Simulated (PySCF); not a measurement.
## Polarisability of `C=C[P@H+]1CC=C([SiH3])C1`

C6H12PSi (charge +1).
Cartesian coordinates in Å at the PBE0-D3(BJ)/def2-SVP level; atoms count from 1:
```xyz
20
C6H12PSi angstrom
C      2.9401    1.8409   -0.3098
C      1.8548    1.2233    0.1669
P      1.0281   -0.0759   -0.7219
C      0.8139   -1.5987    0.2588
C     -0.6711   -1.6052    0.5259
C     -1.4510   -0.7050   -0.0966
Si    -3.3316   -0.6148    0.1223
C     -0.7423    0.2549   -1.0322
H      3.4204    2.6389    0.2641
H      3.3934    1.5873   -1.2742
H      1.4145    1.4882    1.1358
H      1.7558   -0.3044   -1.9090
H      1.4294   -1.5606    1.1733
H      1.1472   -2.4795   -0.3183
H     -1.0678   -2.3592    1.2128
H     -3.6677    0.7562    0.6023
H     -3.9626   -0.8486   -1.2076
H     -3.7166   -1.6561    1.1113
H     -0.9837    0.0688   -2.0932
H     -0.9679    1.3153   -0.8326
```

Level: B3LYP/def2-SVPD (PySCF), static field, nuclei fixed, core orbitals frozen in the response. The polarisability tensor in these axes (au):

```
x   147.14  15.11  -3.74
y    15.11 109.01  -7.80
z    -3.74  -7.80  93.00
```

What are the eigenvalues, a third of the trace, and Δα (Δα² = ½Σ(αi − αj)² over the three pairs)?

Principal values 89.72, 106.40 and 153.03 au; mean 116.38 au = 17.25 Å³ = 19.19 × 10⁻⁴⁰ C²·m²/J; Δα = 56.83 au (49 % of the mean).

Form Σ f/ω² (atomic units) for the 10 lowest TDDFT singlets, given as eV and f, and set it beside the mean polarisability, which is this sum over all singlets: 4.91, 0.0026; 6.19, 0.0330; 6.26, 0.1919; 6.46, 0.0166; 6.49, 0.0057; 6.63, 0.0486; 6.70, 0.2164; 6.79, 0.0213; 6.84, 0.0501; 7.07, 0.3286.

They add up to 15.12 au, 13.0 % of the 116.38 au; the largest single term is 4.86 au, from the state at 7.07 eV. Terms in order: 0.08, 0.64, 3.63, 0.29, 0.10, 0.82, 3.57, 0.34, 0.79, 4.86 au. Higher excitations give the rest. The strengths listed sum to 0.915.

Along which axes do the principal values lie, and how far do the nuclei extend along each?

Largest value along (0.94, 0.34, -0.10), where the nuclei span 8.22 Å; middle along (-0.35, 0.85, -0.40), 4.17 Å; least along (-0.05, 0.41, 0.91), 3.52 Å. The response follows the extents in order.

Traceless (Buckingham) quadrupole moment about the centre of nuclear charge: eigenvalues?

-11.70, -9.10, 20.79 D·Å. The values depend on the origin, since the species is charged. The electronic extent ⟨r²⟩ about the same centre is 1790 bohr², a root-mean-square distance of 2.57 Å for the 76 electrons.

What depolarisation ratio follows for Rayleigh scattering of linearly polarised light, taking the static tensor?

ρ = 3Δα²/(45ᾱ² + 4Δα²) = 9690.2/(609517 + 12920.3) = 0.0156.

One conformer (not necessarily the lowest) at the PBE0-D3(BJ)/def2-SVP geometry, without solvent, vibrations or thermal averaging.

The run behind these numbers computed excited states and ΔSCF ions as well. On one thread of an Arm Neoverse V1, on a shared host, this took 5.4 min wall and 1.1 GiB of memory at its peak.
